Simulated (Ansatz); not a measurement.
Two isomers of C3H8OSi: A = `C=C([SiH3])OC`, B = `CC1OC[SiH2]1`.

Isolated molecules relaxed with PBE0-D4/def2-TZVP in Ansatz; ΔE leaves out vibrations. CBS: MP2 limit from def2 TZ/QZ plus the TZ coupled-cluster correction, frozen cores. Functionals use def2-TZVPP. B3LYP here is the variant with VWN-RPA as its local correlation; programs differ in this. One conformer a species, not always the lowest.

(1) Which is lower in electronic energy at CCSD(T)/CBS, and by how much? (Best estimate.)

(2) Give E(B) − E(A) in kcal/mol with HF/def2-TZVPP, CCSD/def2-TZVPP, B3LYP, PBE0-D4, CCSD(T)/def2-TZVPP, B2PLYP, ωB97M-V. (Estimate.)

Largest T1 diagnostic: 0.013.

Answers

(1) The calculation gave: A, by 1.6 kcal/mol.

(2) The calculation gave: HF/def2-TZVPP 7.0, CCSD/def2-TZVPP 2.0, B3LYP 4.5, PBE0-D4 -0.9, CCSD(T)/def2-TZVPP 2.2, B2PLYP 3.5, ωB97M-V 0.6. The order is the other way round with PBE0-D4.

From PBE to PBE0 (25 % exact exchange), in def2-TZVPP and without D4, E(B) − E(A) moves by −1.3 kcal/mol. In def2-TZVPP, CCSD(T) changes the Hartree–Fock value by −4.9 kcal/mol (the triples alone add +0.2 kcal/mol) and MP2 by −6.1 kcal/mol.
